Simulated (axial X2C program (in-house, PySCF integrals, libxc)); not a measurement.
**Testing model relations on MgPb**

A bond curve at the PW91 level, 2c, was computed with an in-house all-electron X2C program for linear molecules (integrals from PySCF) (basis Pb dyall-cv3z [12s14p10d7f1g], Mg dyall-cv3z [9s8p6d3f] (cores contracted in-house)) for the state Ω = 0 (closed shell). Its fit gives Re = 2.9991 Å, ωe = 139.9 cm⁻¹, ωexe = 1.29 cm⁻¹ and αe = 9.487e-04 cm⁻¹; the masses are 207.9766 and 23.9850 u. Two-component means X2C with spin–orbit coupling and atomic mean-field Coulomb and Gaunt terms.

(1) Find the reduced mass, Be and the force constant.

(2) Estimate the centrifugal constant by the Kratzer relation.

(3) Give B0, the J = 1←0 line in GHz and the most populated J at 300 K (kT = 208.5 cm⁻¹).

(4) The dipole moment p changes by 0.78 D/Å at Re. What harmonic infrared intensity follows?

(5) Estimate De from a Morse curve and compare with the computed well depth of 0.447 eV to Pb + Mg.

Occupations by symmetry block were frozen at the best pattern of an incomplete PBE0 search. De is counted from the lowest determinant-based energies of the atoms at the same level, without counterpoise correction. PBE0 can misorder states that lie within some tenths of an eV, so this need not be the ground state of the molecule. The nearest other 2c determinant of the search, Ω = 1, lies 0.50 eV up at the distance of the search. The 2c closed shell (π1/2)² is the Ω = 0⁺ component of the spin-free π² triplet, mixed with the ¹Σ⁺ state; no single spin-free determinant represents it. The levels of this run spread widely (ωe from 77 to 140 cm⁻¹), so these constants depend on the method. The bond is weak, and without diffuse functions and with truncated virtuals even CCSD(T) can be tens of per cent off in De.

Answers

(1) From the PW91 values: μ = 21.5049 u. Be = 16.8576/(μ Re²) = 0.08715 cm⁻¹. k = 5.8918×10⁻⁷ μ ωe² = 0.248 mdyn/Å.

(2) D = 4Be³/ωe² = 1.35e-07 cm⁻¹.

(3) B0 = Be − αe/2 = 0.08668 cm⁻¹; 2B0 = 5.197 GHz; J(max) ≈ √(kT/2B0) − 1/2 = 34.2, so J = 34.

(4) I = 42.256 × (dp/dR)²/μ = 1.2 km/mol.

(5) De(Morse) = ωe²/(4ωexe) = 0.470 eV against 0.447 eV computed, a ratio of 1.05. For De the Morse form works well here.
